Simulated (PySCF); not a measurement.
FZn, doublet, geometry from GFN2-xTB (such geometries of metal compounds can be far from the true shape) (the spin is typed, not shown lowest); PySCF with HF/cc-pVDZ.

Here is a job for PySCF.
```python
from pyscf import gto, scf

mol = gto.M(
    atom='''
Zn   -0.000000   -0.000000   -0.416254
F     0.000000    0.000000    1.387514
''',
    basis='cc-pvdz',
    charge=0,
    spin=1,
    verbose=4,
)

mf = scf.UHF(mol)
mf.kernel()
```

Task: What does PySCF print? Leave out banner, timings and long lists.

Result: 
```
PySCF version 2.14.0

[INPUT] verbose = 4
[INPUT] num. atoms = 2
[INPUT] num. electrons = 39
[INPUT] charge = 0
[INPUT] spin (= nelec alpha-beta = 2S) = 1
[INPUT] symmetry False subgroup None
[INPUT] Mole.unit = angstrom
[INPUT] Symbol           X                Y                Z      unit          X                Y                Z       unit  Magmom
[INPUT]  1 Zn     0.000000000000   0.000000000000  -0.416254000000 AA    0.000000000000   0.000000000000  -0.786606058255 Bohr   0.0
[INPUT]  2 F      0.000000000000   0.000000000000   1.387514000000 AA    0.000000000000   0.000000000000   2.622021454000 Bohr   0.0

nuclear repulsion = 79.210767098873
number of shells = 12
number of NR pGTOs = 148
number of NR cGTOs = 57
basis = cc-pvdz
ecp = {}

******** <class 'pyscf.scf.uhf.UHF'> ********
method = UHF
initial guess = minao
damping factor = 0
level_shift factor = 0
DIIS = <class 'pyscf.scf.diis.CDIIS'>
diis_start_cycle = 1
diis_space = 8
diis_damp = 0
SCF conv_tol = 1e-09
SCF conv_tol_grad = None
SCF max_cycles = 50
direct_scf = True
direct_scf_tol = 1e-13
number electrons alpha = 20  beta = 19
Set gradient conv threshold to 3.16228e-05
init E= -1876.75218166946

cycle= 1 E= -1877.21047823318  delta_E= -0.458  |g|= 0.435  |ddm|= 0.977
cycle= 2 E= -1877.25682347806  delta_E= -0.0463  |g|= 0.35  |ddm|= 0.557
cycle= 3 E= -1877.29313779887  delta_E= -0.0363  |g|= 0.042  |ddm|= 0.206
cycle= 4 E= -1877.29481913427  delta_E= -0.00168  |g|= 0.0249  |ddm|= 0.0788
cycle= 5 E= -1877.29538739158  delta_E= -0.000568  |g|= 0.00933  |ddm|= 0.0561
cycle= 6 E= -1877.29549284144  delta_E= -0.000105  |g|= 0.00289  |ddm|= 0.0243
cycle= 7 E= -1877.29550518267  delta_E= -1.23e-05  |g|= 0.00107  |ddm|= 0.00855
cycle= 8 E= -1877.29550695743  delta_E= -1.77e-06  |g|= 0.000488  |ddm|= 0.00268
cycle= 9 E= -1877.29550749898  delta_E= -5.42e-07  |g|= 0.000175  |ddm|= 0.00175
cycle= 10 E= -1877.29550757347  delta_E= -7.45e-08  |g|= 5.82e-05  |ddm|= 0.000667
cycle= 11 E= -1877.29550758036  delta_E= -6.89e-09  |g|= 2.02e-05  |ddm|= 0.000199
cycle= 12 E= -1877.29550758096  delta_E= -5.93e-10  |g|= 5.96e-06  |ddm|= 6.48e-05
Extra cycle  E= -1877.29550758097  delta_E= -1.25e-11  |g|= 3.56e-06  |ddm|= 9.21e-06
converged SCF energy = -1877.29550758097  <S^2> = 0.75323931  2S+1 = 2.0032367
```
